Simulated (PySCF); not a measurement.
C5H9N, SMILES C([C@H](C)C#C)N. Geometry: PBE-D3(BJ)/def2-SVP. The structure was generated by enumeration; whether it is a known compound was not checked. The values are those of a single conformer.

All values below come from PBE-D3(BJ)/def2-SVP (PySCF).

Harmonic wavenumbers (cm⁻¹): 113, 167, 201, 229, 259, 313, 404, 527, 620, 639, 646, 762, 815, 902, 920, 975, 1049, 1097, 1123, 1143, 1238, 1289, 1299, 1328, 1365, 1408, 1424, 1437, 1573, 2155, 2873, 2958, 2982, 2990, 3073, 3095, 3403, 3408, 3493. Rotational constants (GHz): 4.483, 2.877, 2.149; symmetry number 1.

### Question
Work out the zero-point energy and the ideal-gas rigid-rotor harmonic-oscillator thermochemistry at 298.15 K and 1 atm.

### Answer
ZPE = ½ Σ hcν = ½ × 55696 cm⁻¹ = 79.62 kcal/mol. H − E(el) = 84.94 kcal/mol. Entropy in cal/(mol K): translation 39.17, rotation 26.85, vibration 16.67, total 82.69. G − E(el) = 60.29 kcal/mol. Cp = 29.26 cal/(mol K). Modes under 150 cm⁻¹ make the vibrational entropy uncertain.
